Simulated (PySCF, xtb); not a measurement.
C2H8O2Si, SMILES CO[SiH](C)O.

GFN2-xTB (xtb 6.7.1) at its own geometry gives an orbital gap of 7.24 eV and a dipole moment of 1.40 D.

Coordinates come from a PBE-D3(BJ)/def2-SVP optimisation. One conformer was computed; it need not be the lowest.

Task: What does PySCF with CAM-B3LYP/def2-TZVP give? (Estimate from the structure and the level; the computed values follow.)

Result: gap 11.01 eV (levels -9.57 and 1.43 eV), dipole 1.69 D.
